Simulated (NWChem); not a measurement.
# C₃H₇FSi; SMILES C=C[Si@@H](C)F

```xyz
12

C     -0.0528    -2.2415     0.3403
C     -0.7264    -1.2227    -0.2071
Si     0.0313     0.4623    -0.4309
C     -0.8899     1.7920     0.4944
F      1.5519     0.3652     0.1626
H      0.9833    -2.1233     0.6765
H     -0.5004    -3.2324     0.4767
H     -1.7619    -1.3952    -0.5318
H      0.1496     0.8171    -1.8766
H     -0.3963     2.7693     0.3794
H     -1.9190     1.8846     0.1112
H     -0.9459     1.5539     1.5676
```
Atoms are numbered in this order, from 1.

All runs: NWChem. Pople sets run with spherical d functions. Medium grid unless said otherwise, to which SCAN and Minnesota functionals are sensitive. Geometry: optimised at PBE0/def2-SVP. No frequency run checked for a minimum. Hybrids' shares of exact exchange are those that their runs print; pure functionals count as 0. The functionals differ in more than this share.

```
row                  share of exact exchange  highest occupied level (eV)
-------------------  -----------------------  ---------------------------
PBE/6-31G*                              0.00                        -6.53
MN15-L/6-31G*                           0.00                        -6.95
B3LYP/6-31G*                            0.20                        -7.44
MPW1K/6-31G*                            0.43                        -8.61
Hartree-Fock/6-31G*                     1.00                     withheld
```

Q: Fit a straight line of the last column on the one before it, predict the withheld value, and compare with the run.

A: 
1. Means of the 4 shown rows: x = 0.158, y = -7.383. Slope Σ(x − x̄)(y − ȳ)/Σ(x − x̄)² = -0.5393/0.1257 = -4.291; intercept -6.707.
2. The shown rows scatter about the line by 0.165 (root mean square); the largest residual is -0.24, at MN15-L/6-31G*.
3. At x = 1.00 (Hartree-Fock/6-31G*; beyond the shown range) the line gives -11.00.
4. The run gives -10.26, +0.74 from the line, 4.5 times the scatter.
